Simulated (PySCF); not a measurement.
A calculated (UHF, PySCF 2.14, cc-pV(T+d)Z, the non-relativistic Hamiltonian (point nucleus)) atom or ion has these occupied shells.

```json
{"shell": "1s", "electrons": "2", "orbital energy (eV)": "-3227.5", "rms radius, mean of both spins (bohr)": "0.0998"}
{"shell": "2s", "electrons": "2", "orbital energy (eV)": "-335.27", "rms radius, mean of both spins (bohr)": "0.449"}
{"shell": "2p", "electrons": "6", "orbital energy (eV)": "-260.41", "rms radius, mean of both spins (bohr)": "0.418"}
{"shell": "3s", "electrons": "2", "orbital energy (eV)": "-34.735", "rms radius, mean of both spins (bohr)": "1.53"}
{"shell": "3p", "electrons": "6", "orbital energy (eV)": "-16.058", "rms radius, mean of both spins (bohr)": "1.82"}
```

(1) Name the element and its charge.

Results:

(1) Ar (argon, neutral), in [Ar], closed-shell 1S.
